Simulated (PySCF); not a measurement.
TDDFT excited states: C4H9FOSi2

Compound: C4H9FOSi2.
InChI=1S/C4H9FOSi2/c1-7-4(5)2-3-8-6/h4,6H,7-8H2,1H3/t4-/m0/s1

Level of theory: TDDFT CAM-B3LYP/def2-SVPD, vertical, gas phase, core orbitals frozen in the response (PySCF). The structure is a single GFN2-xTB conformer in the gas phase; no vibrational or solvent corrections. Torsions of this conformer, `[CH3:1][SiH2:2][C@H:3]([F:4])[C:5]#[C:6][SiH2:7][OH:8]`: C1–Si2–C3–F4 179°, H–O8–Si7–C6 -50°.

Question: List the vertical singlet excitations with oscillator strengths and describe the spectrum.

Answer: 

```tsv
state	E (eV)	λ (nm)	ν̃ (cm⁻¹)	f	main configurations (H = HOMO, L = LUMO)
S1	5.18	239.3	41790	0.0070	H→L (81%)
S2	6.01	206.4	48450	0.0034	H-1→L (51%), H→L+1 (18%), H→L+3 (15%)
S3	6.58	188.5	53060	0.034	H-1→L+1 (32%), H-1→L+3 (31%)
S4	7.23	171.5	58300	0.031	H→L+1 (50%), H→L+3 (29%)
S5	7.27	170.5	58650	0.024	H-2→L (68%)
S6	7.39	167.9	59580	0.038	H→L+2 (34%), H-3→L (28%), H-4→L (9%)
S7	7.62	162.7	61460	0.478	H→L+2 (37%), H-1→L (13%)
S8	7.89	157.1	63660	0.464	H→L+3 (29%), H-3→L (10%), H-2→L (9%)
```

Triplets (Tamm–Dancoff): T1 4.75 eV, H→L (60%), H-1→L (18%); T2 4.88 eV, H-1→L (39%), H→L (19%), H→L+1 (8%); T3 5.34 eV, H→L+3 (29%), H→L+1 (28%), H-1→L (15%).

The lowest singlet lies at 5.18 eV (239 nm, ultraviolet) and is weak; its leading configuration is HOMO→LUMO (81%). The largest oscillator strength of a single state is 0.478. Löwdin shares by element: HOMO carbon 71% or more, silicon 8% or more (atoms not listed hold the other 21%); LUMO carbon 38% or more, silicon 18% or more, oxygen 9% (atoms not listed hold the other 35%). Weighted by f, the mean energy of these states is 7.66 eV. Orbital energies (eV): HOMO-3 -10.80, HOMO-2 -10.63, HOMO-1 -9.78, HOMO -9.04, LUMO 0.08, LUMO+1 0.88, LUMO+2 1.05. The listed states span 2.71 eV, and the widest gap between neighbours is 0.83 eV (S1 to S2). The window holds the lowest 8 singlets.
